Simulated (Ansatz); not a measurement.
Program: Ansatz. Geometries: PBE0-D4/def2-TZVP. ΔE: electronic, gas phase. CCSD(T)/CBS adds triple-zeta CCSD(T) − MP2 to the extrapolated MP2 energy (def2 sets, frozen cores). This one scheme is used for every species. DFT in def2-TZVPP. HSE06 is defined as in plane-wave codes. Each species was taken in one conformer, which may not be the lowest.

`N[SiH](F)Cl` + H₂ → `F[SiH2]Cl` + NH₃  (hydrogenolysis of the Si–N bond)

```
             level  ΔE (kJ/mol)  difference from CCSD(T)/CBS
       LDA (SPW92)         60.3                          5.6
         revPBE-D4         56.3                          1.6
           BLYP-D4         55.8                          1.1
            B97M-V         53.7                         -1.0
           PBE0-D4         52.7                         -2.0
        r2SCANh-D4         58.6                          3.9
          BHLYP-D4         55.0                          0.3
           ωB97X-V         54.1                         -0.6
              PBE0         48.3                         -6.4
             HSE06         48.3                         -6.4
RPA@PBE/def2-TZVPP         46.5                         -8.2
       HF/def2-SVP         36.7                        -18.0
      MP2/def2-SVP         51.7                         -3.0
    MP2/def2-TZVPP         58.7                          4.0
     HF/def2-QZVPP         41.9                        -12.8
     MP2/CBS(def2)         61.2                          6.5
       CCSD(T)/CBS         54.7                            0
```

Largest T1 diagnostic among the species: 0.010.

The D4 term adds +8.3 kJ/mol with B3LYP and +4.4 kJ/mol with PBE0; it sums over pairs of atoms, weighted by their polarisabilities, and B3LYP, whose exchange is more repulsive, gets the larger term. At CCSD(T), def2-SVP lies −11.1 kJ/mol from the extrapolated value and def2-TZVPP −2.5 kJ/mol. In def2-TZVPP, CCSD(T) changes the Hartree–Fock value by +10.5 kJ/mol (the triples alone add +2.7 kJ/mol) and MP2 by +17.0 kJ/mol.

B3LYP here is the variant with VWN-RPA as its local correlation; programs differ in this.
